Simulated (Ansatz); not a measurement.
C3H7O (SMILES [CH2-]C(C)O), charge -1, singlet, geometry from GFN2-xTB (a gas-phase anion, which may not be bound at this level). Base run: Ansatz (a program for electronic structure) with CCSD/cc-pVDZ.

Here is a job for Ansatz.
Ansatz 0.2 input:
```yaml
crystal:
  periodic: [false, false, false]
  atoms:
    - {symbol: O, position_ang: [0.01823501, 1.37628744, -0.15362689]}
    - {symbol: C, position_ang: [-0.09424939, 0.01751935, 0.32858163]}
    - {symbol: H, position_ang: [0.90144779, 1.68636386, 0.08302539]}
    - {symbol: H, position_ang: [0.02709496, 0.11753802, 1.47927146]}
    - {symbol: C, position_ang: [-1.34913492, -0.60397912, -0.20855998]}
    - {symbol: C, position_ang: [1.14128104, -0.77163573, -0.13274807]}
    - {symbol: H, position_ang: [1.12211756, -0.86007510, -1.21725121]}
    - {symbol: H, position_ang: [-2.21575065, -0.09949866, 0.29577540]}
    - {symbol: H, position_ang: [2.07674729, -0.27977663, 0.16927314]}
    - {symbol: H, position_ang: [-1.37045637, -1.65452658, 0.19827109]}
    - {symbol: H, position_ang: [1.12553881, -1.77175148, 0.29700833]}
basis:
  gaussian:
    orbitals: cc-pVDZ
total_charge: -1
magnetization: {spin_polarized: false}
correlation: {method: ccsd}
```

Variants of this job, named by their change:

| change | ΔE vs base (mEh) | MP2 correlation (Eh) | CC correlation without the perturbative part (Eh) | basis functions | core-seconds (rough) |
|---|---|---|---|---|---|
| base | 0.000 | -0.63506 | -0.68128 | 91 | 9 |
| method = mp2 | 46.221 | -0.63506 | - | 91 | 1 |
| electrons = all | -9.042 | -0.64492 | -0.69032 | 91 | 10 |
| lower_state_search = off | 0.000 | -0.63506 | -0.68128 | 91 | 9 |
| method = ccsd_t | -19.523 | -0.63506 | -0.68128 | 91 | 10 |
| diis_vectors = 2 | -0.001 | -0.63506 | -0.68128 | 91 | 8 |
| electrons = outside_noble_gas | 0.000 | -0.63506 | -0.68128 | 91 | 8 |
| accuracy = high | -0.005 | -0.63506 | -0.68128 | 91 | 30 |
| fitting = cc-pVTZ-JKFIT (mean field), cc-pVTZ-RIFIT (correlation) | 0.059 | -0.63501 | -0.68125 | 91 | 5 |
| method = bccd_t | -19.637 | -0.63506 | -0.68037 | 91 | 10 |

A gas-phase anion may not be bound at this level; its values then depend on the basis.
